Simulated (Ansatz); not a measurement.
Computed with Ansatz on PBE0-D4/def2-TZVP structures; ΔE is electronic, products minus reactants. CBS: MP2 limit from def2 TZ/QZ plus the TZ coupled-cluster correction, frozen cores. Functionals use def2-TZVPP. Elements past krypton have def2 core potentials. For Se, W outer-core shells are correlated without core-valence functions, which leaves a few kJ/mol of doubt a bond. Scalar relativity is left out up to krypton. Each species was taken in one conformer, which may not be the lowest.

Reaction (redistribution): `[NH2][W](=[O])(=[O])[F]` + `B[Se][SiH2]C` → `[CH3][W]([NH2])(=[O])=[O]` + `B[Se][SiH2]F`

```tsv
level	ΔE (eV)
PBE0-D4	0.11
ωB97M-V	0.05
PBE0	0.10
HF/def2-TZVPP	-0.07
MP2/def2-TZVPP	-0.03
SCS-MP2/def2-TZVPP	-0.03
CCSD/def2-TZVPP	-0.06
MP2/def2-QZVPP	-0.05
```

Question: What does CCSD(T)/CBS give? (An estimate is asked.)

Answer: Computed: -0.05 eV. The listed levels differ from it by 0.16, 0.10, 0.15, -0.02, 0.02, 0.02, -0.01, 0.00 eV.

Largest T1 diagnostic among the species: 0.022, so the coupled-cluster value is less sure than usual.

In def2-TZVPP, CCSD(T) changes the Hartree–Fock value by +0.03 eV (the triples alone add +0.02 eV) and MP2 by +0.03 eV. From PBE to PBE0 (25 % exact exchange), in def2-TZVPP and without D4, ΔE moves by −0.06 eV.
